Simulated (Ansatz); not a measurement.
CH₂Cl₂OSi, SMILES `ClC1(Cl)O[SiH2]1`, relaxed with RKS PBE-D4/def2-SVP in Ansatz 0.2.0 from a rough embedded geometry. The force threshold is 0.03 eV/Å; the program also tests the step.

Charge 0, multiplicity 1.

Start:

```xyz
7

Cl    1.015   -0.569    2.022
C     0.729    0.181    0.469
Cl    2.192    0.542   -0.421
O    -0.416    1.114    0.320
Si   -0.736   -0.328   -0.543
H    -1.922   -1.002    0.115
H    -0.863    0.061   -1.962
```

Question: By how much does the energy fall, and how many steps does the optimiser take? (An estimate is asked.)

Answer: The calculation gave: 34.46 kJ/mol, in 6 steps.

Question: Which bonds change most? (Estimate.)

Answer: Ansatz gave: C2–O4 from 1.484 to 1.397 Å; Cl1–C2 from 1.749 to 1.789 Å; C2–Cl3 from 1.750 to 1.790 Å; O4–Si5 from 1.711 to 1.750 Å.

Question: Give the relaxed structure. (An estimate is asked.)

Answer: Computed: 
```xyz
7

Cl    1.026   -0.548    2.042
C     0.707    0.133    0.419
Cl    2.236    0.615   -0.379
O    -0.286    1.116    0.394
Si   -0.823   -0.264   -0.539
H    -1.952   -1.025    0.072
H    -0.907   -0.026   -2.010
```
